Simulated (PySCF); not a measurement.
Species: C6H6F2.
SMILES: `FC1C(C=1F)=C(C)C`

Computed, not measured: PySCF, TDDFT PBE0/def2-SVPD, vertical, gas phase, core orbitals frozen in the response. Geometry: GFN2-xTB; no solvent, vibrations or thermal averaging.

Each state is given a Gaussian of 0.25 eV full width at half maximum, with ε(max) = 2.175×10⁸ f / Δν̃ (Δν̃ the width in cm⁻¹). The width is an assumption, not a result. The curve ends short of the highest state used, and states not computed would add to its high-energy end.

λ (nm), ε (L mol⁻¹ cm⁻¹) and a bar:
```
    192.0          0 
    194.6          0 
    197.2          1 
    199.8          6 
    202.4         29 #
    204.9         75 ##
    207.5        117 ####
    210.1        110 ###
    212.7         65 ##
    215.3         25 #
    217.9          6 
    220.4          1 
    223.0          0 
    225.6          0 
    228.2          0 
    230.8          3 
    233.4         16 
    235.9         65 ##
    238.5        199 ######
    241.1        448 ##############
    243.7        758 #######################
    246.3        979 ##############################
    248.9        981 ##############################
    251.5        775 ########################
    254.0        501 ###############
    256.6        259 ########
    259.2        112 ###
    261.8         46 #
    264.4         33 #
    267.0         52 ##
    269.5         90 ###
    272.1        139 ####
    274.7        182 ######
    277.3        201 ######
    279.9        191 ######
    282.5        156 #####
    285.0        112 ###
    287.6         70 ##
    290.2         39 #
    292.8         19 #
    295.4          8 
    298.0          3 
    300.5          1 
    303.1          0
```

Task: Locate the maxima and give the states behind the curve.

Result: 278 nm (4.47 eV), ε about 200, made up of S1 (100%); 248 nm (5.01 eV), ε about 1000, made up of S2 (100%); 208 nm (5.95 eV), ε about 120, made up of S3 (100%) (ε in L mol⁻¹ cm⁻¹; maxima over ε = 5, shares over 10%). At its high-energy end, 6.46 eV, the curve is still rising (ε about 0.0098, from S3 and S6). The states used: S1 4.47 eV (f 0.0019); S2 5.01 eV (f 0.0094); S3 5.95 eV (f 0.0011); S4 6.20 eV (f 0.0000); S5 6.54 eV (f 0.0000); S6 7.06 eV (f 0.594).

Task: Coming from long wavelengths, where does ε first pass 100 L mol⁻¹ cm⁻¹?

Result: At about 286 nm (4.34 eV), 0.13 eV below S1.

Task: On this curve, what absorbance would a 10⁻⁵ mol/L sample give at 280 nm over a 1 cm path?

Result: 280 nm is 4.428 eV, where ε is about 190 L mol⁻¹ cm⁻¹, so A = ε c l ≈ 0.0019 (Beer–Lambert, with the gas-phase spectrum and the assumed width).

Task: What would ε be at 5.01 eV, the highest of these maxima, with half the width (0.125 eV)?

Result: About 2020 L mol⁻¹ cm⁻¹ against 1010, a factor of about 2.00; a lone state at its own centre would give exactly 2.

The run took 77 s wall (grids of density and orbitals included) on an Intel Xeon at 2.50 GHz with one thread, shared host with 64 logical CPUs at a one-minute load of 56, and the process peaked at 0.87 GiB of memory.
